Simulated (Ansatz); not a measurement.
Computed with Ansatz on PBE0-D4/def2-TZVP structures; ΔE is electronic, products minus reactants. CCSD(T)/CBS is the MP2 limit (def2-TZVPP, def2-QZVPP) plus CCSD(T) − MP2 in def2-TZVPP, frozen cores. This one scheme is used for every species. Functionals use def2-TZVPP. B3LYP here is the variant with VWN-RPA as its local correlation; programs differ in this. Each species was taken in one conformer, which may not be the lowest.

Consider the ligand exchange at the Si–C bond: `O[SiH](O)C[SiH](F)F` + CH₃SH → `CS[SiH](O)O` + `C[SiH](F)F`.

`O[SiH](O)C[SiH](F)F`:

Cartesian coordinates in Å:
```
O 0.185 0.180 2.186
Si -0.787 0.689 0.971
O -0.384 2.142 0.332
C -0.780 -0.602 -0.398
Si 0.866 -0.848 -1.163
F 1.907 -1.254 -0.020
F 1.381 0.556 -1.730
H 1.029 -0.220 1.965
H -2.120 0.872 1.574
H 0.331 2.182 -0.306
H -1.490 -0.299 -1.176
H -1.125 -1.557 0.013
H 0.988 -1.839 -2.248
```

CH₃SH:

Cartesian coordinates in Å:
```
C 0.016 0.435 0.228
S -0.743 -0.864 -0.771
H 0.247 0.083 1.233
H -0.723 1.233 0.301
H 0.911 0.834 -0.248
H 0.290 -1.720 -0.742
```

`CS[SiH](O)O`:

Z-matrix (Å, degrees):
```
C
S 1 1.818
H 1 1.090 2 111.0
H 1 1.089 2 106.9 3 118.6
H 1 1.089 2 110.9 3 -122.4
Si 2 2.125 1 98.7 3 54.1
O 6 1.632 2 114.4 1 69.5
O 6 1.638 2 106.6 1 -170.6
H 6 1.480 2 109.5 1 -46.7
H 7 0.959 6 117.2 2 60.4
H 8 0.958 6 117.6 2 41.1
```

`C[SiH](F)F`:

Z-matrix (Å, degrees):
```
C
Si 1 1.840
H 1 1.092 2 110.7
H 1 1.093 2 110.6 3 -120.1
H 1 1.093 2 110.6 3 120.1
F 2 1.591 1 109.8 3 58.6
F 2 1.591 1 109.8 3 -58.5
H 2 1.477 1 114.8 3 -179.9
```

```
         level  ΔE (kJ/mol)
       PBE0-D4        -51.5
           PBE        -55.0
         B3LYP        -53.9
CCSD/CBS(def2)        -50.4
```

Question: What does CCSD(T)/CBS give? (Estimate.)

Answer: The calculation gave: -50.6 kJ/mol. The listed levels differ from it by -0.9, -4.4, -3.3, 0.2 kJ/mol.

Largest T1 diagnostic among the species: 0.012.

In def2-TZVPP, CCSD(T) changes the Hartree–Fock value by +7.5 kJ/mol (the triples alone add −0.2 kJ/mol) and MP2 by +3.0 kJ/mol. The D4 term adds +4.1 kJ/mol with B3LYP and +2.5 kJ/mol with PBE0; it sums over pairs of atoms, weighted by their polarisabilities, and B3LYP, whose exchange is more repulsive, gets the larger term.
